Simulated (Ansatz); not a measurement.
Ansatz results at the PBE0-D4/def2-TZVP geometry: size of the dipole moment (ωB97M-V/def2-TZVPP) 1.12 D; size of the dipole moment (B3LYP/def2-TZVPP) 1.06 D; LUMO energy (PBE0/def2-TZVPP) -0.17 eV.

Each molecule was computed in one conformer, which needn't be the lowest.

Which molecule gave them?
A. `CC(C)(C)[NH][Ge]([F])([Cl])[Cl]`
B. `[SiH3][O][GeH2][O][SiH3]`
C. `C[CH2][GeH]([F])[Cl]`
D. `C[NH][GeH2][NH]C`

B. The others give `C[NH][GeH2][NH]C`: 0.39, 0.31, 0.90; `C[CH2][GeH]([F])[Cl]`: 3.11, 3.13, 0.21; `CC(C)(C)[NH][Ge]([F])([Cl])[Cl]`: 3.07, 3.11, -0.82.

B3LYP here is the variant with VWN-RPA as its local correlation; programs differ in this.
